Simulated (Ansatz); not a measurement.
Geometry optimisation, RKS B3LYP-D4/def2-SVP in Ansatz.

Input file:

```yaml
crystal:
  periodic: [false, false, false]
  atoms:
    - { symbol: B, position_ang: [0.0, 0.0, 0.0] }
    - { symbol: Cl, position_ang: [0.0, 0.0, 1.86] }
    - { symbol: "N", position_ang: [1.3423, 0.0, -0.775] }
    - { symbol: H, position_ang: [1.8089, -0.9179, -1.0268] }
    - { symbol: H, position_ang: [1.7937, 0.9179, -1.0532] }
    - { symbol: C, position_ang: [-1.3856, 0.0, -0.8] }
    - { symbol: H, position_ang: [-1.9458, -0.9305, -0.5708] }
    - { symbol: H, position_ang: [-1.9898, 0.8797, -0.4946] }
    - { symbol: H, position_ang: [-1.1839, 0.0508, -1.8903] }
basis:
  gaussian: { orbitals: def2-SVP }
hamiltonian:
  xc: b3lyp
  dispersion: d4
relax:
  f_tol: 0.02
  max_steps: 40
```

Command:

```bash
$ ansatz run input.yaml --threads 1 --pin off --max-ram 2048MiB --backend cpu --events-out ev --progress --plain --runs-dir out
```

**Question.** Where does it end, and by what steps?

**Answer.** The forces met the threshold. After 11 steps the energy has fallen by 1.575 eV; H4 moved furthest, 1.17 Å.

```csv
step,energy less start (eV),largest force component (eV/Å),accepted
0,0.0000,1.946,yes
1,-0.3753,1.311,yes
2,-0.5622,1.368,yes
3,-0.7572,1.120,yes
4,-0.9415,1.882,yes
5,-1.1636,1.745,yes
6,-1.3459,1.130,yes
7,-1.4868,0.692,yes
8,-1.5658,0.587,yes
9,-1.5737,0.113,yes
10,-1.5746,0.049,yes
11,-1.5753,0.008,yes
```

```xyz
9
Properties=species:S:1:pos:R:3
B 0.038 -0.113 -0.077
Cl 0.045 -0.517 1.677
N 1.276 -0.002 -0.709
H 2.157 -0.136 -0.226
H 1.368 0.222 -1.693
C -1.339 0.098 -0.807
H -1.976 -0.795 -0.692
H -1.893 0.931 -0.341
H -1.236 0.313 -1.882
```

Whether the end is a true minimum wasn't checked by a vibrational analysis.

The run took 48 s on 1 thread of Arm Neoverse V2, on a shared host, peak memory 0.16 GiB.
